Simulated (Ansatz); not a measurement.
Ansatz (an electronic-structure program) input (HF/6-31G* with LANL2DZ past Ar): The .json file joins the Basis Set Exchange's 6-31G* for atoms up to Ar and LANL2DZ past it.

Ansatz 0.2 input:
```yaml
crystal:
  periodic: [false, false, false]
  atoms:
    - {symbol: Zn, position_ang: [-0.00000000, -0.00000000, -0.73615781]}
    - {symbol: S, position_ang: [0.00000000, 0.00000000, 1.38029588]}
basis:
  gaussian:
    orbitals: 6-31Gs+LANL2DZ.json
hamiltonian:
  xc: {name: HF}
phonons: {temperatures: {t_min: 298.15, t_max: 298.15, t_step: 100}}
```

Which harmonic wavenumbers does it give?

403 cm⁻¹ (unscaled; negative means imaginary).
